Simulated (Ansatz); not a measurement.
Cartesian coordinates (Å):
```xyz
9

N      1.8081    -0.0117     0.5565
C      0.6093     0.0300     0.1941
C     -0.6036    -0.6169    -0.3063
C     -0.5421     0.8948     0.0062
H      2.1682    -0.9653     0.4826
H     -0.6451    -0.9142    -1.3490
H     -1.1753    -1.2474     0.3668
H     -1.0749     1.2488     0.8825
H     -0.5446     1.5820    -0.8334
```
Charge 0, multiplicity 1.

All values below come from frozen-core CCSD(T)/cc-pVTZ // PBE0-D4/def2-TZVP in Ansatz (a first-principles code).

```yaml
HF energy: -170.94861 Ha
MP2 correlation energy: -0.69218 Ha
```

**Question.** Estimate the CCSD correlation energy, the (T) correction, the total energy and the T1 diagnostic.

**Answer.** 
```
Item                            Result
-----------------------  -------------
CCSD correlation energy    -0.71819 Ha
(T) correction             -0.03303 Ha
CCSD(T) total energy     -171.69983 Ha
T1 diagnostic                    0.011
```
